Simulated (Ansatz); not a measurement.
Gas-phase reaction in SMILES: CCOC -> [CH2]OC + [CH3] (CH3) (the C-C bond at the site shown breaks; other sites are not compared here)
Structures are relaxed separately at B3LYP-D3(BJ)/def2-TZVP in Ansatz (a quantum-chemistry and plane-wave program), one conformer each, not searched for the lowest.

Quantity: bond dissociation energy (electronic energy difference), in eV. Cores are frozen in the correlated levels unless marked. Open shells are spin-unrestricted. Spin-orbit coupling is left out. No relativistic terms. CBS marks a two-point X^-3 extrapolation of the correlation energy; Hartree-Fock from the larger set. [CCSD(T)-MP2]/basis is that difference in the basis named.

```tsv
level	program	bond dissociation energy (eV)	minus last row
HF/cc-pVTZ	Ansatz	2.80	-1.28
BLYP/def2-TZVPD	Ansatz	3.61	-0.47
MP2/aug-cc-pVDZ	Ansatz	4.13	0.05
RI-MP2/cc-pVTZ	Ansatz	4.19	0.11
RI-MP2/cc-pVQZ	Ansatz	4.23	0.15
RI-MP2/CBS(cc-pVTZ,cc-pVQZ)	Ansatz	4.27	0.19
RI-MP2/CBS(cc-pVTZ,cc-pVQZ)+[CCSD(T)-MP2]/cc-pVTZ	Ansatz	4.08	0.00
```
